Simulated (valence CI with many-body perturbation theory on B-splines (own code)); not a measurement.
Questions on Zn¹⁵⁺

Computed by configuration interaction combined with many-body perturbation theory (CI+MBPT): five valence electrons over a frozen Dirac-Fock core [Ne], radial functions for each j: 11 s, 11 p, 10 d, 8 f, 5 g, 2 h, with the one-electron correlation potential Σ1 (screened to all orders), the two-electron term Σ2, the three-electron term Σ3, Breit, model QED; selected single and double excitations, second order for the rest, scaled by the run's own slope (own B-spline code, finite nucleus).

No measured spectrum was set against this ion. As an estimate, levels of excited configurations hold to 0.05 to 0.15 % of their energy, terms of the ground configuration to about 0.5 %. Among the levels kept, up to 3300 cm⁻¹ of a level comes from second order outside the variational space, and about a tenth of that is noise between levels of different J, which matters for small intervals.

Rates and lifetimes use the calculated energies. Strong lines usually hold to 10 to 20 %, long lifetimes can be off by a factor of two.

**Question.** What is the ground level?

**Answer.** 3s²3p³ ⁴S°_3/2, composition 89 % 3s²3p³ ⁴S° + 7 % 3s²3p³ ²P°, g = 1.934.

**Question.** Where does the other parity begin?

**Answer.** At 3s3p⁴ ⁴P_5/2, 360400 cm⁻¹.

**Question.** Among levels below 1390800 cm⁻¹, which E1 lines absorb most strongly from the ground level?

**Answer.** to 3s²3p²3d ⁴P_5/2 at 15.23 nm, f = 0.546; to 3s²3p²3d ⁴P_3/2 at 15.06 nm, f = 0.355; to 3s²3p²3d ⁴P_1/2 at 15.01 nm, f = 0.133.

**Question.** What is the ionisation energy?

**Answer.** 534.6 eV; NIST lists 540 ± 1 eV (semi-empirical).

**Question.** Name the longest-lived excited levels whose lifetime is computed, and their main decay.

**Answer.** 3s²3p³ ²D°_5/2 at 62725 cm⁻¹ lives 18.4 ms, mostly by M1 to 3s²3p³ ⁴S°_3/2; 3s²3p³ ²D°_3/2 at 50546 cm⁻¹ lives 1.91 ms, mostly by M1 to 3s²3p³ ⁴S°_3/2; 3s²3p³ ²P°_1/2 at 97948 cm⁻¹ lives 637 μs, mostly by M1 to 3s²3p³ ⁴S°_3/2. The lifetime of 3s²3p²3d ⁴F_9/2 is too uncertain to give, and may be longer. The lifetime of 3s²3p²3d ²G_9/2 is too uncertain to give, and may be longer.

**Question.** How well does LS coupling describe the low levels?

**Answer.** Among the lowest 20 levels the leading LS term, summed over configurations, holds 86 % on average. For single configurations the figures are 77 % in LS and 60 % in jj coupling. Terms mix most in the J = 1/2 level at 546990 cm⁻¹, where the leading one holds 53 %.
